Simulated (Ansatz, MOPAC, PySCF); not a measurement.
Dimer: CH3NO (SMILES NC=O) (first 6 atoms) with H2Se (SMILES [SeH2]); geometry from B3LYP-D3(BJ)/def2-TZVP, rigid monomers moved along the line of their centres of mass till H4···Se7 is 2.52 Å.
(charge 0, multiplicity 1):
```xyz
9

N     -1.094    -0.417     0.195
C      0.175    -0.314    -0.258
O      1.157    -0.190     0.445
H     -1.268    -0.385     1.191
H     -1.865    -0.510    -0.443
H      0.241    -0.356    -1.360
Se     0.121    -0.022     3.268
H     -0.305    -0.729     4.489
H      0.905    -1.169     2.802
```

Monomers are frozen at their geometry in the pair; levels with a basis set take the counterpoise correction. Rows marked so take none.

Rows in 6-31G*, STO-3G carry no dispersion term and start afresh at each structure (6-31G* with six Cartesian d functions); the Pople sets are all-electron and without relativity. The state that AM1 reach isn't checked.

Programs: Ansatz (a first-principles code) with Gaussian orbitals; MOPAC for AM1 (differences of heats of formation); PySCF for 6-31G* rows, STO-3G rows, the dispersion terms. 

```json
[
 {"level": "AM1", "interaction energy (kJ/mol)": "-7.2"},
 {"level": "HF/STO-3G (no counterpoise)", "interaction energy (kJ/mol)": "0.9"},
 {"level": "HF/6-31G*", "interaction energy (kJ/mol)": "5.6"},
 {"level": "HF/6-31G* (no counterpoise)", "interaction energy (kJ/mol)": "-0.7"},
 {"level": "r2SCAN-D3(BJ)/def2-TZVPPD", "interaction energy (kJ/mol)": "-14.5"},
 {"level": "B3LYP/6-31G*", "interaction energy (kJ/mol)": "-2.3"},
 {"level": "B3LYP-D4/def2-TZVPPD", "interaction energy (kJ/mol)": "-14.6"},
 {"level": "M06-2X/6-31G* (no counterpoise)", "interaction energy (kJ/mol)": "___"},
 {"level": "wB97M-V/def2-TZVPPD", "interaction energy (kJ/mol)": "___"}
]
```

Task: Complete the blanks.

Result: 
- M06-2X/6-31G* (no counterpoise), interaction energy (kJ/mol): -22.1
- wB97M-V/def2-TZVPPD, interaction energy (kJ/mol): -13.2
